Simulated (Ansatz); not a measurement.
`CC1([SiH3])BC1` → `CC1BC1` + `[SiH2]`  (silylene formation by 1,1-elimination)

Computed with Ansatz on PBE0-D4/def2-TZVP structures; ΔE is electronic, products minus reactants. CCSD(T)/CBS adds triple-zeta CCSD(T) − MP2 to the extrapolated MP2 energy (def2 sets, frozen cores). This one scheme is used for every species. Functionals use def2-TZVPP. B3LYP here is the variant with VWN-RPA as its local correlation; programs differ in this.

`CC1([SiH3])BC1`:

```xyz
14

C    -0.607   -1.411   -0.449
C     0.045   -0.144    0.077
Si   -1.026    1.374    0.042
B     1.074   -0.178    1.193
C     1.544    0.127   -0.222
H    -1.502   -1.667    0.123
H    -0.896   -1.303   -1.499
H     0.075   -2.265   -0.388
H    -0.315    2.511    0.691
H    -2.304    1.132    0.764
H    -1.340    1.763   -1.363
H     1.324   -0.406    2.328
H     2.088   -0.655   -0.751
H     1.840    1.122   -0.544
```

`CC1BC1`:

Z-matrix (Å, degrees):
```
C
C 1 1.511
H 1 1.094 2 111.3
H 1 1.093 2 111.3 3 -120.7
H 1 1.094 2 111.3 3 119.6
B 2 1.525 1 122.6 3 -149.2
C 2 1.540 1 120.0 3 -78.1
H 2 1.090 1 113.8 3 61.6
H 6 1.185 2 149.9 1 -67.4
H 7 1.086 2 118.0 1 135.9
H 7 1.089 2 117.6 1 -3.9
```

`[SiH2]`:

Z-matrix (Å, degrees):
```
Si
H 1 1.525
H 1 1.525 2 91.2
```

CCSD(T)/CBS gives +2.60 eV.

Question: Another level gave +2.53 eV. Which?
A. B3LYP/def2-TZVPP
B. CCSD(T)/def2-TZVPP
C. HF/def2-TZVPP
D. r2SCAN-D4/def2-TZVPP

Answer: B. CCSD(T)/def2-TZVPP 2.53, r2SCAN-D4 2.79, HF/def2-TZVPP 2.29, B3LYP 2.34 eV.

Largest T1 diagnostic among the species: 0.014.

From PBE to PBE0 (25 % exact exchange), in def2-TZVPP and without D4, ΔE moves by +0.09 eV. The D4 term adds +0.19 eV with B3LYP and +0.10 eV with PBE0; it sums over pairs of atoms, weighted by their polarisabilities, and B3LYP, whose exchange is more repulsive, gets the larger term.
